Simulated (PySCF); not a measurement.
CH₄BeS. Atoms are numbered in the order given.

```xyz
7

Be    -0.6821     1.6161     0.0000
H     -1.5579     2.6132     0.0000
S      0.5899     0.2086     0.0000
C     -0.5073    -1.2770     0.0000
H     -1.1287    -1.3047     0.8914
H      0.1492    -2.1440     0.0000
H     -1.1287    -1.3047    -0.8914
```

The structure is a stationary point at B3LYP-D3(BJ)/def2-TZVP.

These are PySCF with KT2/pcSseg-2 values and carry that method's errors.

GIAO shieldings, no solvent; atoms alike by connectivity are averaged. δ = σ(ref) − σ: ¹H against TMS (σ = 31.47 ppm); ³³S against H2S (σ = 720.7 ppm); ¹³C against TMS (σ = 184.2 ppm), references at their B3LYP-D3(BJ)/def2-TZVP geometries, non-relativistic.

| atoms | nucleus | count | δ (ppm) |
|---|---|---|---|
| H2 | ¹H | 1 | … |
| H5, H6, H7 | ¹H | 3 | 2.24 |
| S3 | ³³S | 1 | 91.5 |
| C4 | ¹³C | 1 | … |

Q: Complete the blanks. (The exact figures need the calculation; the answer reports its results.)

A: 
- H2, δ (ppm): 3.72
- C4, δ (ppm): 8.3
